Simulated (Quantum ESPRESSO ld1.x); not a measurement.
K12+, 7 electrons, occupied as [He] 2s2 2p3 (the NIST ground configuration). All-electron calculation, scalar-relativistic Kohn-Sham, LDA (Slater exchange, Perdew-Zunger correlation), spin-polarised, spherical densities, point nucleus; open shells are filled with parallel spins first. Program: ld1.x of Quantum ESPRESSO 7.5.

Unscreened Slater integrals over Kohn-Sham orbitals (eV). They are taken over the spin-up orbitals.

\begin{tabular}{lr}
integral & value \\ \hline
F0(2p,2p) & 78.814 \\
F2(2p,2p) & 37.448 \\
F0(2p,2s) & 72.462 \\
G1(2p,2s) & 41.667 \\
F0(2p,1s) & 107.50 \\
G1(2p,1s) & 18.575 \\
F0(2s,2s) & 68.389 \\
F0(2s,1s) & 95.922 \\
G0(2s,1s) & 9.0101 \\
F0(1s,1s) & 315.74 \\
\end{tabular}

Derived for the open shells (J is the average intra-shell exchange parameter used in DFT+U). 2p: J = F2/5 = 7.490 eV.
